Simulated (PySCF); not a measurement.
## What builds the first ionisation energy along the 5d series

All values are computed (PySCF 2.14, energy differences of UHF-based or UKS calculations, no spin-orbit coupling). Each column adds one step, in eV (sums use unrounded values): valence MP2, valence CCSD, valence triples, then the next inner shell at CCSD(T) (Ir 5s 5p, Pt 5s 5p, Au 5s 5p, Hg 5s 5p). References (NIST) marked * lie between the lowest fine-structure levels; the others compare directly ((s) semi-empirical, (t) theoretical).

```csv
element,UHF,+ MP2,+ CCSD,+ (T),+ inner shell,sum,reference
"Ir [Xe] 4f14 5d7 6s2 → [Xe] 4f14 5d7 6s1 (ANO-RCC-VTZP, spin-free X2C)",7.035,1.579,-0.047,0.127,0.099,8.793,8.926
"Pt [Xe] 4f14 5d9 6s1 → [Xe] 4f14 5d9 (ANO-RCC-VTZP, spin-free X2C)",7.586,1.376,-0.231,0.075,0.109,8.915,8.959 *
"Au [Xe] 4f14 5d10 6s1 → [Xe] 4f14 5d10 (ANO-RCC-VTZP, spin-free X2C)",7.680,1.465,-0.235,0.107,0.096,9.113,9.226
"Hg [Xe] 4f14 5d10 6s2 → [Xe] 4f14 5d10 6s1 (ANO-RCC-VTZP, spin-free X2C)",8.499,1.849,-0.265,0.132,0.078,10.293,10.438
```

What remains against the references is mostly basis incompleteness and, for starred values, spin-orbit coupling.

These are valence bases, so the inner-shell step is incomplete.
